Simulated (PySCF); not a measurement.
## Working out the ionisation energy of N+

N+ [He] 2s2 2p2 (3P) → N(2+) [He] 2s2 2p1 (2P). All numbers are calculated (PySCF 2.14, the spin-free X2C one-electron Hamiltonian (Gaussian nucleus), in x2c-SVPall (3s2p1d, 14 functions)). Frozen: 1s2. Energies in hartree (1 hartree = 27.21139 eV):

```
            part  N+ (lower)  N(2+) (upper)
             UHF  -53.849865     -52.771246
CCSD correlation   -0.075592      -0.075673
             (T)   -0.000830      -0.000627
```

Task: What does Hartree-Fock give?

Result: (-52.771246) − (-53.849865) = 1.078619 hartree = 29.351 eV.

Task: What do CCSD and CCSD(T) give?

Result: The CCSD correlation energies differ by -0.000081 hartree = -0.002 eV and the triples by 0.000203 hartree = 0.006 eV, so CCSD gives 29.349 eV and CCSD(T) 29.355 eV.

Reference: 29.601 eV (semi-empirical (NIST evaluation); NIST Atomic Spectra Database, ionization energies), between the lowest levels; spin-orbit coupling is absent from the calculation.

A double-zeta basis recovers only part of the correlation energy.

What remains against the reference includes basis incompleteness, the frozen core and higher excitations.
